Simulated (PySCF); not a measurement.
CH₆Ti, multiplicity 1. Atoms are numbered in the order given.

```xyz
8

Ti     0.0000     0.0000     0.5257
C      0.0000     0.0000    -1.5108
H      0.8958    -0.5172    -1.8700
H      0.0000     1.0344    -1.8700
H     -0.8958    -0.5172    -1.8700
H      1.4102     0.8142     1.0368
H     -1.4102     0.8142     1.0368
H      0.0000    -1.6283     1.0368
```

Geometry: B3LYP-D3(BJ)/def2-TZVP. The geometry has at least one imaginary mode, so it is a saddle point at that level. The spin state was assumed, not searched. The structure was generated by enumeration; whether it is a known compound was not checked.

Computed with B3LYP-D3(BJ)/def2-TZVP (PySCF).

Frequencies are harmonic and unscaled.

Modes within 1.5 cm⁻¹ of each other (mostly degenerate sets) share a row, with their intensities summed.

**Question.** List the normal modes with their intensities. (An estimate is asked for; the answer gives what the named calculation found.)

**Answer.** 
| mode | ν (cm⁻¹) | IR (km/mol) | moving atoms (share of kinetic energy) |
|---|---|---|---|
| 1 | 96i | 0.0 | H 100 % |
| 2–3 | 325 | 18.3 | H 98 % |
| 4–5 | 471 | 58.6 | H 79 %, C 16 % |
| 6 | 478 | 21.2 | H 69 %, C 28 % |
| 7–8 | 611 | 111.4 | H 99 % |
| 9 | 616 | 240.7 | H 49 %, C 27 %, Ti 24 % |
| 10 | 1142 | 2.1 | H 76 %, C 24 % |
| 11–12 | 1401 | 15.7 | H 94 % |
| 13–14 | 1716 | 895.4 | H 97 % |
| 15 | 1758 | 166.0 | H 99 % |
| 16 | 2993 | 0.9 | H 98 % |
| 17–18 | 3086 | 5.0 | H 91 %, C 9 % |
